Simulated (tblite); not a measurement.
Species: CH2BF3S.
SMILES with atom numbers: `[BH2:1][S:2][C:3]([F:4])([F:5])[F:6]` (hydrogens: H7, H8 on B1)

Computed with GFN2-xTB (tblite), gas phase: L-BFGS steps from a force-field or distance-geometry start until the largest atomic force falls under 0.01 eV/Å.

Geometry at step 6:
```
atom  x, y, z in Å
B1      1.7015    0.1171   -0.1980
S2      0.2953   -0.8665   -0.6224
C3     -1.2566   -0.1038    0.0530
F4     -1.5149    1.1818   -0.1988
F5     -2.3186   -0.7950   -0.3742
F6     -1.2252   -0.2333    1.3830
H7      2.6443   -0.5522   -0.0785
H8      1.6834    1.2614    0.0112
```

Task: What forces act on the atoms?

Result: 
```csv
atom,Fx (eV/Å),Fy (eV/Å),Fz (eV/Å)
B1,-0.278,-0.104,0.260
S2,-0.182,0.000,0.045
C3,-0.343,0.030,0.092
F4,0.404,-0.195,-0.142
F5,0.336,0.106,-0.029
F6,0.020,0.090,-0.005
H7,0.244,0.134,-0.317
H8,-0.201,-0.060,0.096
```

The largest, 0.47 eV/Å, acts on F4; the rms over all components is 0.194 eV/Å. The forces sum to zero within rounding, as they must for an isolated molecule in no field.

Task: Give the force on F4 in Eh/bohr and in nN.

Result: 0.471 eV/Å ÷ 51.422 = 0.00915 Eh/bohr, and 0.471 eV/Å × 1.602 = 0.75 nN.

Task: How far is this geometry from the end of the optimisation?

Result: 0.257 eV above it, and 0.325 Å rms away after alignment. The bonds farthest from their final lengths, with half the difference of the two atoms' forces along the bond (positive lengthens):

| bond | now (Å) | final (Å) | force along bond (eV/Å) |
| --- | --- | --- | --- |
| S2–C3 | 1.856 | 1.840 | +0.08 |
| B1–S2 | 1.768 | 1.754 | -0.04 |
| C3–F5 | 1.337 | 1.327 | -0.27 |
| C3–F6 | 1.337 | 1.333 | -0.05 |
| C3–F4 | 1.335 | 1.333 | -0.16 |

The angle farthest from its final value is B1–S2–C3, 110.4° against 101.2°.

Of the 3 listed bonds off by 0.010 Å or more, this force points towards the final length in 2.

The cost below is that of the whole relaxation. Hardware: one thread, Arm Neoverse N1 (aarch64) (shared host). Cost: 0.34 s of wall time.
